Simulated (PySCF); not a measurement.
Species: AsBH5N.
Atom-mapped SMILES: `[NH2:1][BH:2][AsH2:3]` (hydrogens: H4, H5 on N1; H6 on B2; H7, H8 on As3)

Theory: PBE0-D3(BJ)/def2-SVP geometry optimisation, gas phase in PySCF.

**Question.** List the bond lengths and angles at this level.

**Answer.** 
```tsv
bond	length (Å)
N1–B2	1.386
B2–As3	2.063
N1–H4, N1–H5	1.013
B2–H6	1.209
As3–H7, As3–H8	1.526
```

Bonds in one row agree within 0.01 Å and their mean is given. A selection of angles:
```tsv
angle	degrees
B2–N1–H4	122.8
H4–N1–H5	113.7
N1–B2–As3	118.3
N1–B2–H6	118.9
As3–B2–H6	122.8
B2–As3–H7	94.0
B2–As3–H8	92.5
H7–As3–H8	91.4
```

N1 (boron-bound nitrogen) is planar (angles 123.4°, 122.8° and 113.7°, sum 360.0°, 0.00 Å off the plane of its three neighbours). B2 (three-coordinate boron) is planar (angles 122.8°, 118.9° and 118.3°, sum 360.0°, 0.00 Å off the plane of its three neighbours). As3 (arsenic bonded to B and 2 H) is pyramidal (angles 94.0°, 92.5° and 91.4°, sum 277.9°, 0.91 Å off the plane of its three neighbours).

Point group: near Cs, missed by 0.34 Å at most; the miss may be what the optimiser left on a soft mode. PBE0-D3(BJ)/def2-SVP frequencies: not computed here. One conformer, not necessarily the lowest (N1–B2–As3–H -146° and 123°).
